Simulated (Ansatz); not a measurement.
`O[SiH]S[SiH2]O` radical, relaxed with UKS PBE0-D4/def2-TZVP in Ansatz from a GFN2-xTB geometry. The force threshold is 0.005 eV/Å; the program also tests the step.

Charge 0, multiplicity 2.

Start:

```xyz
10

O     1.069    0.467   -1.473
Si   -0.070   -0.696   -1.671
S    -1.605   -0.457   -0.173
Si   -0.432   -0.254    1.639
O     0.914    0.588    1.342
H     0.947    1.369   -1.777
H    -0.753   -0.537   -2.944
H    -1.250    0.548    2.524
H    -0.121   -1.608    2.072
H     1.302    0.580    0.461
```

Problem. By how much does the energy fall, and how many steps does the optimiser take? (An estimate is asked.)

Solution. Computed: 16.12 kJ/mol, in 41 steps, 5 of them rejected.

Problem. Which bonds change most? (Estimate.)

Solution. Ansatz gave: Si2–H7 from 1.454 to 1.496 Å; Si2–S3 from 2.158 to 2.116 Å; O1–Si2 from 1.640 to 1.670 Å; Si4–H9 from 1.455 to 1.485 Å.

Problem. Give the relaxed structure. (An estimate is asked.)

Solution. Computed: 
```xyz
10

O     0.963    0.374   -1.335
Si   -0.359   -0.602   -1.634
S    -1.780   -0.210   -0.116
Si   -0.384   -0.211    1.525
O     0.591    1.100    1.494
H     1.755    0.179   -1.843
H    -0.999   -0.247   -2.939
H    -1.195   -0.140    2.758
H     0.388   -1.477    1.451
H     1.019    1.233    0.639
```
